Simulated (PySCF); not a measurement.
H3Cl3HfOSi, singlet, at a GFN2-xTB geometry (such geometries of metal compounds can be far from the true shape) (core potentials on Hf); SVWN5/def2-SVP (PySCF).

PySCF was given this input:
```python
from pyscf import gto, scf, dft

mol = gto.M(
    atom='''
Hf    0.161984    0.089866    0.154347
Cl    1.676692    1.124731    1.466390
Cl   -0.935636   -1.307108    1.532795
Cl   -1.243417    1.695978   -0.550968
O     0.650668   -0.871007   -1.359011
Si   -0.437319   -1.456674   -2.414546
H    -1.742874   -1.540491   -1.704267
H     0.051066   -2.774864   -2.808624
H    -0.513811   -0.524753   -3.544037
''',
    basis='def2-svp',
    ecp={'Hf': 'def2-svp'},
    charge=0,
    spin=0,
    verbose=3,
)

mf = dft.RKS(mol)
mf.xc = 'lda,vwn'
mf.kernel()
mf.analyze()
```

**Question.** Predict the main parts of the log of this PySCF run.

**Answer.** 
```
converged SCF energy = -1788.61360079999
**** MO energy ****
MO #1   energy= -100.285159845294  occ= 2
MO #2   energy= -100.281813133159  occ= 2
MO #3   energy= -100.279474369037  occ= 2
MO #4   energy= -65.1388020222814  occ= 2
MO #5   energy= -18.6361594023097  occ= 2
MO #6   energy= -9.15016996640976  occ= 2
MO #7   energy= -9.14693548932908  occ= 2
MO #8   energy= -9.14440345127947  occ= 2
MO #9   energy= -7.01065333419053  occ= 2
MO #10  energy= -7.00845005807075  occ= 2
MO #11  energy= -7.00823216473326  occ= 2
MO #12  energy= -7.00744761732148  occ= 2
MO #13  energy= -7.00529629709092  occ= 2
MO #14  energy= -7.0048691553051   occ= 2
MO #15  energy= -7.00479949928679  occ= 2
MO #16  energy= -7.00271164614332  occ= 2
MO #17  energy= -7.00249318353527  occ= 2
MO #18  energy= -5.05999358705461  occ= 2
MO #19  energy= -3.50670132765472  occ= 2
MO #20  energy= -3.50273809188228  occ= 2
MO #21  energy= -3.5023102539546   occ= 2
MO #22  energy= -2.36668033015164  occ= 2
MO #23  energy= -1.27694848257745  occ= 2
MO #24  energy= -1.26702689672613  occ= 2
MO #25  energy= -1.26634532145779  occ= 2
MO #26  energy= -0.889587188718181 occ= 2
MO #27  energy= -0.752188374238781 occ= 2
MO #28  energy= -0.741566374414404 occ= 2
MO #29  energy= -0.73906702518874  occ= 2
MO #30  energy= -0.5146499161295   occ= 2
MO #31  energy= -0.408225361740969 occ= 2
MO #32  energy= -0.394016379841114 occ= 2
MO #33  energy= -0.392095660313884 occ= 2
MO #34  energy= -0.36462118682913  occ= 2
MO #35  energy= -0.350376754994796 occ= 2
MO #36  energy= -0.345107711044793 occ= 2
MO #37  energy= -0.337088352143067 occ= 2
MO #38  energy= -0.332762533932491 occ= 2
MO #39  energy= -0.326161075083403 occ= 2
MO #40  energy= -0.309381972879806 occ= 2
MO #41  energy= -0.305117005501005 occ= 2
MO #42  energy= -0.297789241434663 occ= 2
MO #43  energy= -0.296889124713993 occ= 2
MO #44  energy= -0.295335064235929 occ= 2
MO #45  energy= -0.0853915879411208 occ= 0
MO #46  energy= -0.0705643184027772 occ= 0
MO #47  energy= -0.0529142011000526 occ= 0
MO #48  energy= -0.0446538314678087 occ= 0
MO #49  energy= -0.0428015752662255 occ= 0
MO #50  energy= -0.0246816579606249 occ= 0
MO #51  energy= 0.00618217852429645 occ= 0
MO #52  energy= 0.0176783761878277 occ= 0
Dipole moment(X, Y, Z, Debye): -0.05860, -0.95485, -1.68350
```
